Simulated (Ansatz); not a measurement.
A structure relaxed at PBE0-D4/def2-SVP in Ansatz, charge 0, singlet:

```xyz
14

C     0.0259    3.2436    0.0609
C     1.2107    2.9681   -0.5004
S     1.6359    1.2916   -0.7307
C     0.1337    0.6609   -0.0424
C    -0.1299   -0.6611    0.0501
S     0.9986   -1.9037   -0.5071
C    -0.0276   -3.2436   -0.0642
C    -1.2123   -2.9679    0.4971
S    -1.6318   -1.2917    0.7391
S    -0.9946    1.9033    0.5153
H    -0.3473    4.2501    0.2553
H     1.9316    3.7201   -0.8242
H     0.3430   -4.2500   -0.2641
H    -1.9359   -3.7198    0.8154
```

Task: Give its formula, name or SMILES and point group.

Result: TTF, `C1=CSC(=C2SC=CS2)S1`. Point group D2h (tolerance 0.1 Å).

Task: Summarise the bond lengths by kind (pairs closer than 1.2 times the sum of covalent radii, bridged metal pairs left out).

Result: 8 × C–S 1.74 to 1.77 Å; 3 × C–C 1.34 to 1.35 Å; 4 × C–H 1.09 Å.
